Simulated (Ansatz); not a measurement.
Frontier orbitals of `[CH3][Ta]([NH2])(=[O])[Cl]`.

Cartesian coordinates in Å:
```
C -0.599 -0.370 1.409
Ta -0.340 -0.156 -0.720
N 1.318 0.858 -0.976
O -1.604 0.891 -1.206
Cl -0.416 -2.254 -1.714
H 0.219 -0.943 1.858
H -1.537 -0.906 1.596
H -0.664 0.597 1.914
H 1.376 1.807 -1.315
H 2.245 0.475 -0.845
```

Charge 0, multiplicity 1. Correlated methods include outer-core shells of Ta, which these sets cover unevenly. Ta takes the def2 core potential. All single points use the PBE0-D4/def2-TZVP geometry. It is one conformer, not always the lowest. Basis def2-TZVPP, the Gaussian-basis code of Ansatz.

```json
{"functional": "PBE", "HOMO (eV)": "-6.97", "LUMO (eV)": "-2.36", "gap (eV)": "4.61"}
{"functional": "PBE0", "HOMO (eV)": "-8.36", "LUMO (eV)": "-1.52", "gap (eV)": "6.84"}
{"functional": "r2SCAN0", "HOMO (eV)": "-8.57", "LUMO (eV)": "-1.40", "gap (eV)": "7.17"}
{"functional": "ωB97M-V", "HOMO (eV)": "-10.71", "LUMO (eV)": "0.57", "gap (eV)": "11.28"}
```

From PBE to PBE0 the HOMO moves by −1.39 eV and the LUMO by +0.85 eV, and with ωB97M-V by −3.73 and +2.94 eV, so the gap grows from 4.61 to 11.28 eV with exact exchange. A positive LUMO is unbound and depends on the basis.
